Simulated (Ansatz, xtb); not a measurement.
## C6H8Ge: which of two isomers lies lower

Structure I is `C=[CH][GeH]1[CH]=CC=[CH]1`, a singlet and structure II is `C=CC1=[CH][GeH2][CH]=C1`, a singlet. Both are isolated molecules in the gas phase, relaxed with PBE-D3(BJ)/def2-SVP; the shapes shown needn't be the lowest conformers.

I (Å):

```json
{"atom": "C", "x (Å)": "-2.7329", "y (Å)": "-2.5448", "z (Å)": "-0.5278"}
{"atom": "C", "x (Å)": "-1.3972", "y (Å)": "-2.4402", "z (Å)": "-0.6561"}
{"atom": "C", "x (Å)": "1.1612", "y (Å)": "-1.2584", "z (Å)": "1.0472"}
{"atom": "C", "x (Å)": "2.2727", "y (Å)": "-0.8703", "z (Å)": "0.3683"}
{"atom": "C", "x (Å)": "2.0944", "y (Å)": "-0.2752", "z (Å)": "-0.9799"}
{"atom": "C", "x (Å)": "0.8293", "y (Å)": "-0.1514", "z (Å)": "-1.4610"}
{"atom": "Ge", "x (Å)": "-0.3861", "y (Å)": "-0.8690", "z (Å)": "-0.0966"}
{"atom": "H", "x (Å)": "-3.2819", "y (Å)": "-3.4461", "z (Å)": "-0.8529"}
{"atom": "H", "x (Å)": "-3.3436", "y (Å)": "-1.7349", "z (Å)": "-0.0915"}
{"atom": "H", "x (Å)": "-0.8257", "y (Å)": "-3.2759", "z (Å)": "-1.0986"}
{"atom": "H", "x (Å)": "-1.3834", "y (Å)": "0.1665", "z (Å)": "0.4922"}
{"atom": "H", "x (Å)": "1.1942", "y (Å)": "-1.7115", "z (Å)": "2.0482"}
{"atom": "H", "x (Å)": "3.2936", "y (Å)": "-0.9784", "z (Å)": "0.7757"}
{"atom": "H", "x (Å)": "2.9863", "y (Å)": "0.0467", "z (Å)": "-1.5460"}
{"atom": "H", "x (Å)": "0.5991", "y (Å)": "0.2732", "z (Å)": "-2.4485"}
```

II (Å):

```tsv
atom	x (Å)	y (Å)	z (Å)
C	-1.8169	0.7582	0.8428
C	-0.7226	1.3581	0.3220
C	0.0013	0.9645	-0.8898
C	1.1059	1.6427	-1.3395
C	0.2859	-0.5192	-2.8229
C	-0.4269	-0.2081	-1.7116
Ge	1.7406	0.7809	-2.9700
H	-2.2850	-0.1239	0.3793
H	-2.2850	1.1381	1.7634
H	-0.3088	2.2395	0.8427
H	1.5061	2.5199	-0.8106
H	3.1630	0.1686	-2.8627
H	1.6770	1.6756	-4.2369
H	0.0324	-1.3656	-3.4768
H	-1.3085	-0.7914	-1.3976
```

Quicker runs give these differences E(II) − E(I): GFN2-xTB −12.40 kcal/mol; HF/STO-3G −0.52 kcal/mol (at GFN2-xTB geometries); r2SCAN-D4/def2-SVP −4.73 kcal/mol (at GFN2-xTB geometries).

Q: Estimate E(II) − E(I) at the level CCSD(T)/def2-SVP + ΔMP2/def2-TZVPP.

A: Too close to call at this level: CCSD(T)/def2-SVP + ΔMP2/def2-TZVPP gives E(II) − E(I) = −0.83 kcal/mol.

How the difference moves with the method:

```tsv
level	geometry	E(II) − E(I) (kcal/mol)	departure from the last row (kcal/mol)	job, with rough time for the two
GFN2-xTB	GFN2-xTB	−12.40	−11.56	optimisation, 0.29 s
HF/STO-3G	GFN2-xTB	−0.52	+0.31	single point, 0.5 s
r2SCAN-D4/def2-SVP	GFN2-xTB	−4.73	−3.90	single point, 4 s
PBE-D3(BJ)/def2-SVP	PBE-D3(BJ)/def2-SVP	−4.84	−4.00	optimisation, 17 s
HF/def2-SVP	PBE-D3(BJ)/def2-SVP	−1.58	−0.74	part of the CCSD(T) run
MP2/def2-SVP	PBE-D3(BJ)/def2-SVP	−3.57	−2.73	part of the CCSD(T) run
CCSD(T)/def2-SVP	PBE-D3(BJ)/def2-SVP	−3.39	−2.55	single point
CCSD(T)/def2-SVP + ΔMP2/def2-TZVPP	PBE-D3(BJ)/def2-SVP	−0.83		single point, 1.7 min
```

As drawn, II has 1 C–C, 1 Ge–H in place of 1 C–Ge, 1 C–H.

The largest departure from CCSD(T)/def2-SVP + ΔMP2/def2-TZVPP is that of GFN2-xTB, 11.56 kcal/mol. The last row adds to CCSD(T) the change of the MP2 difference between the two basis sets, here +2.55 kcal/mol.

With thermal terms from frequencies at re-optimised GFN2-xTB minima (ideal gas, soft modes damped towards free rotors, one conformer each, 298.15 K, 1 atm): the zero-point term adds −0.97 kcal/mol; ΔH is −2.02 and ΔG −1.36 kcal/mol.

The correlated steps freeze 15 core orbitals; the filled d shell of Ge is correlated, in a basis made for valence electrons. Codes used: Ansatz 0.2.0, xtb 6.7.1; the last row on 4 threads of Arm Neoverse V2 on a shared host.
